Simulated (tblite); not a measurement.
Compound: C8H11F3.
Cartesian coordinates in Å at the GFN2-xTB level; atoms count from 1:
```xyz
22
C8H11F3 angstrom
C      2.8215   -0.0595    0.3636
C      1.8718    0.0301   -0.8264
C      0.4291    0.0202   -0.4041
C     -0.2976    1.0383    0.5067
C     -1.3620    0.0093    0.0920
C     -2.8089    0.0008    0.4870
F     -3.4534    1.1119    0.0893
F     -2.9766   -0.0804    1.8187
F     -3.4776   -1.0375   -0.0449
C     -0.3224   -1.0887    0.3704
C     -0.8028    0.0947   -1.3366
H      2.6744    0.7843    1.0328
H      2.6505   -0.9779    0.9193
H      3.8530   -0.0516    0.0211
H      2.0651    0.9494   -1.3847
H      2.0433   -0.8134   -1.4997
H     -0.0225    1.0506    1.5584
H     -0.4222    2.0471    0.1204
H     -0.0492   -1.2411    1.4116
H     -0.4698   -2.0371   -0.1407
H     -0.9664    1.0299   -1.8667
H     -0.9877   -0.7601   -1.9827
```

Level: GFN2-xTB in tblite, geometry and Hessian alike; calculated harmonic values, unscaled, isolated species. Against measured fundamentals such values can be off by several per cent, at times by over 20. One conformer, not necessarily the lowest.

Harmonic wavenumbers (cm⁻¹): 32.3, 60.4, 94.1, 113.6, 186.8, 205.6, 289.5, 314.7, 360.4, 388.5, 426.6, 502.4, 509.8, 571.5, 575.7, 649.6, 689.8, 805.4, 884.0, 886.6, 935.2, 942.2, 987.0, 1004.6, 1029.9, 1045.8, 1049.4, 1053.1, 1066.5, 1067.2, 1084.9, 1131.7, 1148.7, 1155.7, 1159.1, 1160.4, 1192.3, 1197.5, 1257.2, 1304.6, 1329.7, 1397.5, 1410.7, 1475.2, 1487.8, 1488.5, 1500.3, 1503.6, 1535.8, 2967.7, 2979.2, 3009.3, 3017.3, 3018.8, 3019.2, 3019.3, 3021.4, 3044.1, 3044.8, 3048.7.

A = 2632, B = 611.0, C = 598.2 MHz; mass 164.081 u (most abundant isotopes); point group Cs, symmetry number 1.

What is the zero-point energy?

Half the sum of the wavenumbers: 38420 cm⁻¹ = 459.60 kJ/mol.

Entropy at 200 K, 1 bar (ideal gas, RRHO, classical rotation)?

Translation 164.17, rotation 121.34, vibration 88.01: S = 373.5 J/(mol K).

And Cp and H(200 K) − H(0)?

Cp = 125.07 J/(mol K), of which vibrations give 91.82 (their classical limit is 60 R = 498.9); H(200 K) − H(0) = 15.91 kJ/mol without the zero-point energy, 9.26 from vibrations.

How do the functions run with temperature in this model?

| T (K) | S (J/(mol K)) | Cp (J/(mol K)) | H − H(0) (kJ/mol) | G − H(0) (kJ/mol) | ln q(vib) |
| --- | --- | --- | --- | --- | --- |
| 50 | 257.3 | 58.0 | 2.22 | -10.64 | 0.81 |
| 100 | 304.4 | 80.1 | 5.68 | -24.76 | 2.21 |
| 298.15 | 432.7 | 175.8 | 30.62 | -98.39 | 7.75 |
| 373.15 | 476.5 | 215.6 | 45.31 | -132.49 | 9.87 |
| 500 | 548.1 | 274.3 | 76.53 | -197.51 | 13.51 |
| 750 | 675.8 | 354.0 | 155.92 | -350.90 | 20.65 |
| 1000 | 784.9 | 403.7 | 251.08 | -533.84 | 27.43 |

q(vib) and H(0) count from the zero-point level.

What must be added to the electronic energy to get the Gibbs energy at 200 K and 1 bar?

ZPE + [H(200 K) − H(0)] − T·S = 459.60 + 15.91 − 74.70 = 400.81 kJ/mol.

Hindered rotation and anharmonicity are outside this model. Other conformers, if any are populated, would add a mixing term that is left out.

Time: 1.6 s wall. Hardware: one thread, Arm Neoverse N1 (aarch64) (shared host). This covers the Hessian and the dipole derivatives.
